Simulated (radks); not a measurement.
Pr I, 59 electrons, occupied as [Xe] 4f3 6s2. Method: Dirac Kohn-Sham, BLYP, spin-unpolarised, spherical densities, point nucleus; open shells fill j = l - 1/2 first; computed with a radial shooting solver on a logarithmic mesh with Libxc functionals.

Normalised radial functions P(r) = r R(r) (large component), r in bohr:

| r | 4f7/2 |
|---|---|
| 0.001843 | 0.0000 |
| 0.002932 | 0.0000 |
| 0.004662 | 0.0000 |
| 0.007415 | 0.0000 |
| 0.01179 | 0.0000 |
| 0.01876 | 0.0001 |
| 0.02983 | 0.0008 |
| 0.04744 | 0.0041 |
| 0.07606 | 0.0188 |
| 0.121 | 0.0712 |
| 0.1924 | 0.2170 |
| 0.306 | 0.4986 |
| 0.4866 | 0.8138 |
| 0.774 | 0.9042 |
| 1.231 | 0.7071 |
| 1.958 | 0.4169 |
| 3.114 | 0.1966 |
| 4.952 | 0.0798 |
| 7.939 | 0.0255 |
| 12.63 | 0.0056 |

4f7/2 (empty): eigenvalue -0.773 eV, 0 radial nodes, <r> = 1.24 bohr, 90 % of the charge inside 2.24 bohr.
